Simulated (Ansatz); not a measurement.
`C=[CH][Ge]([Cl])([Cl])[Cl]` + H₂S → `[SH][Ge]([Cl])([Cl])[Cl]` + ethylene at 700 K and 1 bar (ligand exchange at a Ge–C bond).

Program: Ansatz. Geometries: PBE0-D4/def2-TZVP. ΔE: electronic, gas phase. CCSD(T)/CBS is the MP2 limit (def2-TZVPP, def2-QZVPP) plus CCSD(T) − MP2 in def2-TZVPP, frozen cores. This one scheme is used for every species. For Ge outer-core shells are correlated without core-valence functions, which leaves a few kJ/mol of doubt a bond. Scalar relativity is left out up to krypton. One conformer a species, not always the lowest.

```csv
species,CCSD(T)/CBS energy (Eh),H − E (kJ/mol),S (J/(mol·K))
`C=[CH][Ge]([Cl])([Cl])[Cl]`,-3533.47120,205.8,517.1
H₂S,-398.97279,64.8,236.9
`[SH][Ge]([Cl])([Cl])[Cl]`,-3853.97733,106.6,483.5
`C=C`,-78.48111,168.9,268.4
```

H − E and S are ideal-gas, rigid-rotor, harmonic terms from PBE0-D4/def2-TZVP, for one conformer and one mirror image of each species. 1 Eh = 2625.50 kJ/mol, R = 8.31446 J/(mol·K).

Question: By hand: ΔE, ΔH, ΔS and ΔG.

Answer: ΔE = (-3853.97733) + (-78.48111) − (-3533.47120) − (-398.97279) = -0.01445 Eh = -37.9 kJ/mol. Δ(H − E) = 106.6 + 168.9 − 205.8 − 64.8 = 4.9, so ΔH = -33.0 kJ/mol. ΔS = 483.5 + 268.4 − 517.1 − 236.9 = -2.1 J/(mol·K). ΔG = -33.0 − 700 × (-2.1)/1000 = -31.5 kJ/mol.

Question: By hand: the equilibrium constant, and the temperature at which ΔG would vanish if ΔH and ΔS stayed fixed.

Answer: log₁₀ K = −ΔG/(RT ln 10) = 2.4. ΔG = 0 at ΔH/ΔS = 15714 K, far beyond where these terms or the molecules hold.

The number of gas molecules stays the same, so ΔS is small and ΔH decides. A doubt of 5 kJ/mol in ΔE shifts log₁₀ K by 0.4 here. Other conformers and mirror images would add mixing entropy, several J/(mol·K) or more a flexible species. These are equilibria of isolated gas molecules and say nothing of rates. Largest T1 diagnostic: 0.011 (customary marks: 0.02 for closed shells, 0.045 for open ones).
